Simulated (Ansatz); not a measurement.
H4O3SeTi (`[OH][Ti]([OH])([OH])[SeH]`). Total charge 0; spin multiplicity 1.

Cartesian coordinates in Å:
```
O 0.890 0.710 1.486
Ti 0.283 -0.057 -0.014
O 1.570 -0.968 -0.851
O -0.476 1.163 -1.067
Se -1.409 -1.751 0.508
H 0.730 1.581 1.854
H 1.785 -1.081 -1.778
H -1.286 1.233 -1.572
H -2.087 -0.830 1.434
```

Q: What are the harmonic wavenumbers in cm⁻¹ at PBE0-D4/def2-TZVP (Ansatz, finite differences of forces, unscaled)? (Best estimate.)

A: Computed: 82, 128, 151, 168, 185, 213, 237, 267, 286, 332, 369, 431, 449, 475, 739, 796, 810, 2428, 3924, 3927, 3943.

Q: Is this a minimum?

A: Yes, all 21 modes are real.

Q: Give the ideal-gas thermochemistry at 298.15 K and 1 bar (rigid rotor, harmonic oscillator; point group C1, symmetry number 1).

A: Zero-point energy 121.7 kJ/mol; H(298) − E = 150.0 kJ/mol; entropy 404.4 J/(mol·K), of which translation 173.5, rotation 119.8, vibration 111.1; G(298) − E = 29.4 kJ/mol. Modes under 100 cm⁻¹ are hindered rotations or soft bends, so the harmonic entropy is rough.

Q: And at 400, 500, 600, 800 and 1000 K?

A: 
| T (K) | H − E (kJ/mol) | S (J/mol/K) | G − E (kJ/mol) |
| --- | --- | --- | --- |
| 400 | 165.0 | 447.7 | -14.1 |
| 500 | 180.7 | 482.7 | -60.7 |
| 600 | 197.0 | 512.3 | -110.4 |
| 800 | 230.6 | 560.7 | -217.9 |
| 1000 | 265.4 | 599.5 | -334.1 |
